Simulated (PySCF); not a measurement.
This PySCF input asks for the NMR shieldings of SMILES C=C(COC)[O+](C)[AlH2-][Cl], C₅H₁₂AlClO₂; the geometry comes from GFN2-xTB.

```python
import basis_set_exchange as bse
import numpy as np
from pyscf import gto, dft
from pyscf.prop import nmr

atoms = """
C     0.186260   -1.819769   -0.565395
C     0.003952   -0.733486    0.168526
C    -1.371039   -0.174575    0.462025
O    -2.329118   -0.516023   -0.498450
C    -2.223645    0.220684   -1.696182
O     1.007792    0.025689    0.736226
C     2.335058   -0.307361    0.366532
Al    0.878342    1.616425    1.932377
Cl    0.792562    3.151750    0.573455
H    -0.679922   -2.325753   -0.951111
H     1.141948   -2.246749   -0.803024
H    -1.280859    0.920539    0.564342
H    -1.732199   -0.581304    1.412492
H    -2.307850    1.296046   -1.503085
H    -3.049813   -0.101761   -2.326365
H    -1.275509    0.026419   -2.209021
H     2.976994    0.446708    0.824171
H     2.607000   -1.294475    0.746514
H     2.447660   -0.277031   -0.719424
H     2.240463    1.410967    2.654849
H    -0.376995    1.280003    2.771119
"""
names = dict.fromkeys(["C", "O", "Al", "Cl", "H"], "pcSseg-1")
basis = {el: gto.basis.parse(bse.get_basis(n, elements=[el], fmt="nwchem")) for el, n in names.items()}
mol = gto.M(atom=atoms, basis=basis, charge=0, verbose=0)
mf = dft.RKS(mol, xc="PBE0")
mf.grids.level = 2
mf.grids.alignment = dft.numint.BLKSIZE   # the property module wants whole blocks of grid points
mf.conv_tol = 1e-9
mf.kernel()

calc = nmr.RKS(mf)   # GIAO
C = mf.mo_coeff
Co = C[:, mf.mo_occ > 0]
resp = mf.gen_response(singlet=True, hermi=2)
def vind(x):   # induced exchange potential for any number of trial vectors
    d = np.einsum("pi,xij,qj->xpq", C, 2 * x.reshape(-1, C.shape[1], Co.shape[1]), Co, optimize=True)
    return np.einsum("xpq,pi,qj->xij", resp(d - d.transpose(0, 2, 1)), C, Co, optimize=True).ravel()
mo1, _ = nmr.rhf.solve_mo1(calc, with_cphf=vind)
sigma = calc.kernel(mo1)
for i, s in enumerate(sigma):   # ppm
    w = np.linalg.eigvalsh((s + s.T) / 2)
    print("%2d %-2s iso %8.1f  s11 %8.1f  s22 %8.1f  s33 %8.1f" % (i, mol.atom_pure_symbol(i), w.mean(), *w))
```

Q: What does it print?

A: 
```
 0 C  iso     94.4  s11     -0.4  s22     99.9  s33    183.7
 1 C  iso     20.4  s11    -86.1  s22     60.2  s33     87.1
 2 C  iso    109.9  s11     84.2  s22     96.1  s33    149.5
 3 O  iso    310.2  s11    275.6  s22    311.9  s33    343.1
 4 C  iso    128.2  s11     91.6  s22    109.6  s33    183.6
 5 O  iso    236.7  s11    150.0  s22    278.2  s33    281.8
 6 C  iso    125.6  s11     94.7  s22    105.6  s33    176.6
 7 Al iso    408.3  s11    385.7  s22    397.1  s33    442.0
 8 Cl iso    986.0  s11    875.0  s22   1022.6  s33   1060.5
 9 H  iso     26.6  s11     23.7  s22     25.7  s33     30.3
10 H  iso     27.0  s11     24.0  s22     25.0  s33     32.1
11 H  iso     27.4  s11     21.4  s22     26.8  s33     34.0
12 H  iso     26.8  s11     22.3  s22     27.2  s33     31.1
13 H  iso     28.5  s11     25.0  s22     26.6  s33     33.9
14 H  iso     28.0  s11     23.8  s22     25.5  s33     34.7
15 H  iso     28.1  s11     24.6  s22     27.2  s33     32.5
16 H  iso     26.5  s11     21.6  s22     27.0  s33     31.0
17 H  iso     27.7  s11     23.9  s22     25.1  s33     34.2
18 H  iso     28.0  s11     24.9  s22     25.5  s33     33.6
19 H  iso     27.4  s11     23.7  s22     26.2  s33     32.4
20 H  iso     27.5  s11     23.6  s22     26.8  s33     32.0
```

These numbers come from an equivalent density-fitted implementation of the same equations, which agrees with the script to about 0.01 ppm for H and up to a few tenths of a ppm for heavy atoms, so last digits may differ.

Size and cost of the density-fitted run: 227 basis functions, 2.2 min wall time on 1 thread of an AMD EPYC, shared host; peak memory 1.1 GiB.
